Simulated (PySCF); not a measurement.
**Ho²⁺ (holmium, charge +2) across methods**

[Xe] 4f10 6p1, one real determinant (an excited configuration). All numbers are calculated (PySCF 2.14, scalar relativity by spin-free X2C-1e, in x2c-TZVPPall (11s7p7d4f2g, 113 functions)).

```
method   E (hartree)  mean ε 4f α (eV)  mean ε 4f β (eV)  mean ε 6p α (eV)  Σ⟨r²⟩ (bohr²)   ⟨S²⟩
   PBE     -12614.89           -28.798           -26.204           -13.283          50.53  8.752
   UHF  -12610.59353           -41.485           -37.052           -14.659          51.91  8.755
   LDA     -12606.12           -29.121           -26.229           -13.248          50.32  8.752
  PBE0     -12614.75           -32.163           -29.148           -13.741          50.70  8.752
r2SCAN     -12615.12           -29.051           -26.431           -13.300          50.49  8.753
```

⟨L²⟩ = 35.98 against 56 for a pure K term, so this real determinant mixes terms. Spin-orbit coupling, absent here, splits the open shell strongly.
